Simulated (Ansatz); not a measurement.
One change: `[CH3][Al]([NH2])[SH]` becomes `[CH3][Al]([NH2])[Br]`.

Ansatz, PBE0-D4/def2-TZVP geometries, multiplicity 1. Each molecule was computed in one conformer, which needn't be the lowest.

Scalar relativity is left out up to krypton. Spin–orbit coupling is left out; it splits and shifts lone-pair levels of the heavy atoms by tenths of an eV.

| property | `[CH3][Al]([NH2])[SH]` |
| --- | --- |
| HOMO energy (ωB97M-V/def2-TZVPP) / eV | -9.40 |
| size of the dipole moment (PBE/def2-TZVPP) / D | 2.10 |
| size of the dipole moment (B3LYP/def2-TZVPP) / D | 2.11 |
| ideal-gas entropy at 298 K and 1 bar (rigid rotor, harmonic PBE0-D4/def2-TZVP) / J/(mol·K) | 360 |
| HOMO–LUMO gap (B3LYP/def2-TZVPP) / eV | 6.69 |
| HOMO energy (PBE0/def2-TZVPP) / eV | -7.17 |

(1) Give the same properties after the change, and the shifts. (An estimate is asked.)

## Answers

(1) Ansatz gave: 
| property | `[CH3][Al]([NH2])[Br]` | shift |
| --- | --- | --- |
| HOMO energy (ωB97M-V/def2-TZVPP) / eV | -9.98 | -0.58 |
| size of the dipole moment (PBE/def2-TZVPP) / D | 2.39 | 0.29 |
| size of the dipole moment (B3LYP/def2-TZVPP) / D | 2.42 | 0.31 |
| ideal-gas entropy at 298 K and 1 bar (rigid rotor, harmonic PBE0-D4/def2-TZVP) / J/(mol·K) | 356 | -4 |
| HOMO–LUMO gap (B3LYP/def2-TZVPP) / eV | 6.97 | 0.28 |
| HOMO energy (PBE0/def2-TZVPP) / eV | -7.61 | -0.44 |

With PBE0 the HOMO falls by 0.44 eV and the LUMO falls by 0.17 eV, so the gap widens by about 0.27 eV. PBE moves the HOMO by -0.35 eV and ωB97M-V by -0.58 eV. The zero-point energy changes by -21.1 kJ/mol with -3 modes. Dipoles are sizes alone; their direction can turn. Modes under 60 cm⁻¹, often nearly free rotors, make the harmonic entropy too high.

B3LYP here is the variant with VWN-RPA as its local correlation; programs differ in this.
